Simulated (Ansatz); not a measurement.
```
atom    x (Å)    y (Å)    z (Å)
   H  -0.9300  -0.9300  -0.9300
  Li  -0.9300  -0.9300   0.9300
  Li  -0.9300   0.9300  -0.9300
   H  -0.9300   0.9300   0.9300
  Li   0.9300  -0.9300  -0.9300
   H   0.9300  -0.9300   0.9300
   H   0.9300   0.9300  -0.9300
  Li   0.9300   0.9300   0.9300
```

Basis set: cc-pVDZ (spherical functions). All electrons are correlated. Charge 0, multiplicity 1.

Computed with Ansatz (development build ahead of 0.2.0); each method stands on the lowest determinant of its kind that the runs found. Restricted open shells among the atoms or ions are ROHF, correlated in semicanonical orbitals with singles.

(1) Give the atomization energy at this shape (free ground-state atoms in the same class of orbitals less the molecule, no zero-point energy) of singlet Li4H4 by RHF-MP2, RHF.

Results:

(1)

```json
{"method": "RHF-MP2", "atomization energy": "14.33 eV"}
{"method": "RHF", "atomization energy": "11.36 eV"}
```
